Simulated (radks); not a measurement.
The numbers below are computed, except where a source is named.
Ionisation of neutral iridium, [Xe] 4f14 5d7 6s2, to Ir+, [Xe] 4f14 5d7 6s1, under several functionals. Dirac Kohn-Sham, spin-unpolarised, spherical densities, finite nucleus; open shells fill j = l - 1/2 first; a radial shooting solver on a logarithmic mesh with Libxc functionals.

functional                                      E(Ir) (hartree)  Exc (hartree)  IE (eV)  -e(HOMO) (eV)  <r> HOMO (bohr)  IE error (eV)
HCTH/407                                            -17864.8972      -359.5517    9.845          6.316            2.922         +0.878
LDA (Slater exchange, Perdew-Wang correlation)      -17844.5133      -338.6862   10.129          6.543            2.891         +1.162
AM05                                                -17844.8997      -339.0798    9.822          6.273            2.894         +0.855
exchange-only LDA                                   -17836.5097      -330.5878    9.046          5.505            2.942         +0.079

NIST Atomic Spectra Database: 8.967 eV (measured). Closest: exchange-only LDA. The Delta-SCF values span 1.08 eV, the total energies 28.39 hartree. The highest occupied level is 6s1/2. Spin polarisation and multiplet splitting are left out, so open shells lie too high by an amount that depends on their filling.

Beside tabulated values, note that spin-unpolarised runs miss the spin-polarisation part of the exchange energy of open shells.
